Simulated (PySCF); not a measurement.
Which element holds F most strongly?

r²SCAN in PySCF with def2-TZVPP on every atom (core potentials on Ru, Sn, Sb), for the lowest determinant that a PBE0 search found; no spin–orbit coupling. D0 is De less the harmonic zero-point energy.

```json
{"M": "Sn", "state (unpaired electrons)": "doublet (π ↑)", "Re (Å)": "1.949", "ωe (cm⁻¹)": "580", "D0(MF) (eV)": "4.99"}
{"M": "Ru", "state (unpaired electrons)": "quartet (σ ↑, π ↑, δ ↑)", "Re (Å)": "1.886", "ωe (cm⁻¹)": "589", "D0(MF) (eV)": "4.17"}
{"M": "Zn", "state (unpaired electrons)": "doublet (σ ↑)", "Re (Å)": "1.780", "ωe (cm⁻¹)": "607", "D0(MF) (eV)": "3.20"}
{"M": "Sb", "state (unpaired electrons)": "triplet (π ↑↑)", "Re (Å)": "1.924", "ωe (cm⁻¹)": "609", "D0(MF) (eV)": "4.18"}
{"M": "As", "state (unpaired electrons)": "triplet (π ↑↑)", "Re (Å)": "1.744", "ωe (cm⁻¹)": "689", "D0(MF) (eV)": "4.29"}
{"M": "Al", "state (unpaired electrons)": "singlet (closed shell)", "Re (Å)": "1.664", "ωe (cm⁻¹)": "787", "D0(MF) (eV)": "6.84"}
{"M": "C", "state (unpaired electrons)": "doublet (π ↑)", "Re (Å)": "1.278", "ωe (cm⁻¹)": "1297", "D0(MF) (eV)": "5.76"}
```

Q: Order the elements by D0 and give the energy of AsF + C → CF + As.

A: Al > C > Sn > As > Sb > Ru > Zn; ΔE = 4.29 − 5.76 = -1.47 eV at r²SCAN/def2-TZVPP. Close neighbours can swap at other levels.

The metal atom is held in its measured ground configuration; semilocal functionals can put another filling of s and d lower by some tenths of an eV, and De to that atom would be smaller. These are scalar-relativistic numbers at best; spin–orbit coupling would shift them, the dissociation energy most. States were picked by a PBE0 search and need not be the measured ground states.
